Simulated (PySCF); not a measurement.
## LiI: everyday levels beside a composite calculation

PySCF; the state is a singlet (closed shell). The composite is CCSD(T) extrapolated to the basis-set limit from two correlation-consistent sets, with core-valence (CV) and scalar-relativistic (SR) terms as its label shows; it has no spin–orbit coupling and nothing beyond (T). Here it is CCSD(T)/CBS(TQ)+CV. It gives Re = 2.398 Å, ωe = 500 cm⁻¹ and De = 3.95 eV to Li + I.

```tsv
level	basis	relativity	Re (Å)	ωe (cm⁻¹)	De (eV)
RHF	def2-SVPD	scalar-relativistic core potentials	2.431	484	2.90
RHF	aug-cc-pVDZ/aug-cc-pVDZ-PP	scalar-relativistic core potentials	2.442	482	2.83
RHF-SCS-MP2	def2-SVP	scalar-relativistic core potentials	2.414	490	3.43
RHF-SCS-MP2	cc-pVDZ/cc-pVDZ-PP	scalar-relativistic core potentials	2.440	490	3.50
RHF-SCS-MP2	def2-TZVPP	scalar-relativistic core potentials	2.408	494	3.66
RHF-CCSD(T)	cc-pVDZ/cc-pVDZ-PP	scalar-relativistic core potentials	2.440	492	3.53
PBE	def2-SVPD	scalar-relativistic core potentials	2.399	487	3.76
TPSSh	def2-SVP	scalar-relativistic core potentials	2.393	494	3.78
PBE0	cc-pVDZ/cc-pVDZ-PP	scalar-relativistic core potentials	2.417	492	3.66
MN15	def2-TZVPP	scalar-relativistic core potentials	2.413	480	3.87
```

Question: Give the difference of each row from the composite.

Answer: 

| level | basis | ΔRe (pm) | Δωe (%) | ΔDe (eV) |
| --- | --- | --- | --- | --- |
| RHF | def2-SVPD | +3.3 | -3.2 | -1.05 |
| RHF | aug-cc-pVDZ/aug-cc-pVDZ-PP | +4.4 | -3.6 | -1.12 |
| RHF-SCS-MP2 | def2-SVP | +1.6 | -2.0 | -0.52 |
| RHF-SCS-MP2 | cc-pVDZ/cc-pVDZ-PP | +4.2 | -2.0 | -0.45 |
| RHF-SCS-MP2 | def2-TZVPP | +1.0 | -1.2 | -0.29 |
| RHF-CCSD(T) | cc-pVDZ/cc-pVDZ-PP | +4.2 | -1.6 | -0.42 |
| PBE | def2-SVPD | +0.1 | -2.6 | -0.19 |
| TPSSh | def2-SVP | -0.5 | -1.2 | -0.17 |
| PBE0 | cc-pVDZ/cc-pVDZ-PP | +1.9 | -1.6 | -0.29 |
| MN15 | def2-TZVPP | +1.5 | -4.0 | -0.08 |

Question: Which rows come closest in De?

Answer: MN15 in def2-TZVPP (-0.08 eV), counted from the composite.

Measured (Huber and Herzberg, Constants of Diatomic Molecules (1979)): Re = 2.391924 Å, ωe = 498.16 cm⁻¹; the composite is off by +5.7 mÅ and +1.4 cm⁻¹.

Correlated steps freeze the inner cores (4 to 10 orbitals); shallow outer-core shells are correlated. Correlated levels converge slowly with the basis: in double zeta they bind strong bonds too weakly, by up to about 1 eV, and carry superposition errors of some tenths. These are scalar-relativistic numbers at best; spin–orbit coupling would shift them, the dissociation energy most. Where the molecule has an RHF reference, its open-shell atoms are computed with UHF.
